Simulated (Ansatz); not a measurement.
Reactions of ClFGe2H4O (`[OH][Ge]([F])([Cl])[GeH3]`).

Gas-phase electronic energies from Ansatz, PBE0-D4/def2-TZVP geometries. CCSD(T)/CBS is the MP2 limit (def2-TZVPP, def2-QZVPP) plus CCSD(T) − MP2 in def2-TZVPP, frozen cores. This one scheme is used for every species, atoms too. For atomizations the MP2-based limit and the directly extrapolated one differ by several kJ/mol either way, and by 10 to 25 for some Ge, Se and Sn compounds, so smaller differences from it don't rank the levels. DFT in def2-TZVPP. No spin–orbit coupling; open shells (•) take unrestricted orbitals. Spin–orbit coupling would lower the free atoms: a little for Cl, F, O; clearly for Ge. For Ge outer-core shells are correlated without core-valence functions, so the limit isn't a true one: a few kJ/mol of doubt a bond, and 10 to 20 or more in all where bonds break to atoms. Scalar relativity is left out up to krypton. One conformer a species, not always the lowest.

```csv
reaction,CCSD(T)/CBS(def2) (kJ/mol)
`[OH][Ge]([F])([Cl])[GeH3]` + CH₄ → `[CH3][Ge]([OH])([F])[Cl]` + GeH₄,?
`[OH][Ge]([F])([Cl])[GeH3]` + H₂O → `[OH][Ge]([OH])([F])[Cl]` + GeH₄,?
`[OH][Ge]([F])([Cl])[GeH3]` → `[Cl][GeH3]` + `[OH][Ge][F]`,76
`[OH][Ge]([F])([Cl])[GeH3]` → `[F][Ge][Cl]` + `[OH][GeH3]`,?
`[OH][Ge]([F])([Cl])[GeH3]` → `[F][GeH3]` + `[OH][Ge][Cl]`,88
`[OH][Ge]([F])([Cl])[GeH3]` + H₂ → `[OH][GeH]([F])[GeH3]` + HCl,70
`[OH][Ge]([F])([Cl])[GeH3]` → Cl• + F• + 2 Ge• + 4 H• + O•,2816
`[OH][Ge]([F])([Cl])[GeH3]` + H₂ → `[F][GeH]([Cl])[GeH3]` + H₂O,29
`[OH][Ge]([F])([Cl])[GeH3]` + CH₃OH → `C[O][Ge]([OH])([F])[Cl]` + GeH₄,-3
`[OH][Ge]([F])([Cl])[GeH3]` + HCl → `[OH][Ge]([F])([Cl])[Cl]` + GeH₄,-24
```

Q: Fill in the missing values. (Estimate.)

A: Computed: `[OH][Ge]([F])([Cl])[GeH3]` + CH₄ → `[CH3][Ge]([OH])([F])[Cl]` + GeH₄: +30.1 kJ/mol; `[OH][Ge]([F])([Cl])[GeH3]` + H₂O → `[OH][Ge]([OH])([F])[Cl]` + GeH₄: +2.9 kJ/mol; `[OH][Ge]([F])([Cl])[GeH3]` → `[F][Ge][Cl]` + `[OH][GeH3]`: +103.2 kJ/mol.

Largest T1 diagnostic: 0.015, for `[OH][Ge][F]`.
